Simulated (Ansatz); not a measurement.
The cluster Sn₂O₄ (the lowest singlet isomer of a short search). Total charge 0; singlet. Geometry r2SCAN-D4/def2-SVP, basis def2-TZVP, Ansatz.

Cartesian coordinates in Å:
```
Sn -0.379 -1.565 -0.895
Sn 1.062 1.307 -0.225
O -0.870 -0.218 1.033
O 0.436 0.052 -1.700
O 0.545 -0.736 0.939
O -0.794 1.159 0.849
```

```tsv
run	HOMO (eV)	LUMO (eV)
A	-5.70	-2.77
B	-6.89	-2.18
C	-5.41	-2.86
D	-8.31	-1.31
```

In the def2 sets Sn takes a core potential; there is no spin–orbit coupling. The structure holds 2 bonds between oxygen atoms, so isomers without such links may lie far lower. The structure comes from a short search, and lower isomers may exist.

Problem. The runs used CAM-B3LYP, PBE, PBE0, r2SCAN. Estimate which is which.

Solution. A r2SCAN (0 % exact exchange); B PBE0 (25 % exact exchange); C PBE (0 % exact exchange); D CAM-B3LYP (range-separated). Exact exchange lowers occupied and raises empty levels; among semilocal functionals meta-GGAs tend to open the gap a little, and such runs are hard to tell apart. The gap grows from 2.55 eV (PBE) to 7.00 eV (CAM-B3LYP). The restricted singlet is unstable towards broken spin symmetry in Hartree–Fock (as tested in another run); at r2SCAN-D4/def2-TZVP, PBE0-D4/def2-TZVP, CAM-B3LYP-D4/def2-TZVP this wasn't settled.
